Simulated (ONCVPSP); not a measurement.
**LDA (Perdew-Wang 92) ONCV dataset for tellurium, scalar-relativistic all-electron reference.**

```json
{
 "Element": "tellurium (Te)",
 "Generator": "ONCVPSP 4.0.1",
 "Type": "optimised norm-conserving Vanderbilt (ONCV)",
 "Functional": "LDA (Perdew-Wang 92)",
 "Relativity": "scalar-relativistic",
 "Frozen core": "[Ar] 3d10",
 "Valence charge": "24",
 "Reference configuration": "4s2 4p6 4d10 5s2 5p4",
 "Partial waves": "4s+5s: rc 1.30 bohr, ncon 5, nbas 9, qcut 7.8 1/bohr, 2 projectors; 4p+5p: rc 1.15 bohr, ncon 4, nbas 7, qcut 13.1 1/bohr, 2 projectors; 4d: rc 0.90 bohr, ncon 4, nbas 7, qcut 9.2 1/bohr, local",
 "Local potential": "the d channel",
 "Core correction": "Teter function, fcfact 4.25, rcfact 1.35"
}
```

All-electron outer shells of the reference configuration (LDA (PZ), scalar-relativistic, ld1.x):

```
shell  level (eV)  outermost node (bohr)  outermost maximum (bohr)
   3p     -803.47                   0.13                      0.29
   3d     -560.31                      –                      0.24
   4s     -163.99                   0.38                      0.70
   4p     -114.19                   0.38                      0.74
   4d      -41.70                   0.36                      0.81
   5s      -15.36                   0.91                      1.77
   5p       -6.12                   1.00                      2.17
```

Calculated quality:

- Cutoffs needed: 95 Ha and 198 Ha (the cutoffs (Ha) at which the residual kinetic energy of the hardest occupied pseudo-wave falls to 1 and 0.1 mHa per electron)
- Ghost test: no bound ghost flagged; no localised positive-energy state flagged
- Largest excitation error: -11 meV (all-electron minus pseudo) for 4s2 4p6 4d10 5s2 5p1, out of 4 test configurations
- rms error of d²Exc/dni dnj: 3.32 mHa without and 0.60 mHa with the model core

Generation and tests took about 3.2 s on one core of a shared server CPU.
